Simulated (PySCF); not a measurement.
# Dipole response of P⁻ (phosphorus, charge -1)

[Ne] 3s2 3p4, high-spin 3P determinant. Calculation: PySCF 2.14, in aug-cc-pV(T+d)Z (6s5p4d2f, 55 functions); the non-relativistic Hamiltonian (point nucleus). Coupled (time-dependent) response in atomic units; α is the mean over directions.

```json
{"method": "UHF", "mean α (bohr³)": "63.01", "α xx, yy, zz": "51.33, 86.36, 51.33", "C₆ (like pair)": "730.5", "S(−4)": "1634"}
```

S(−4) is the Cauchy moment in α(ω) = α(0) + S(−4) ω² + …

α(iu) at UHF:

```
u (hartree)  α(iu) (bohr³)
          0          63.01
     0.0500          59.37
      0.100          51.74
      0.200          36.85
      0.300          26.17
      0.500          14.24
      0.750          7.788
       1.00          4.848
       1.50          2.397
       2.00          1.442
       3.00         0.7114
       5.00         0.3031
```

A single London oscillator, α(iu) = α/(1 + u²/ω²), gives C₆ = (3/4) ω α². Matching the computed C₆ needs ω = 4 × 730.5 / (3 × 63.01²) = 0.245 hartree.

For an ion, C₆ is the dispersion term alone; charge-induced terms of lower order in 1/R come first.

The components differ because the open shell of this determinant is not spherical; for a pure term their mean is the scalar polarisability.
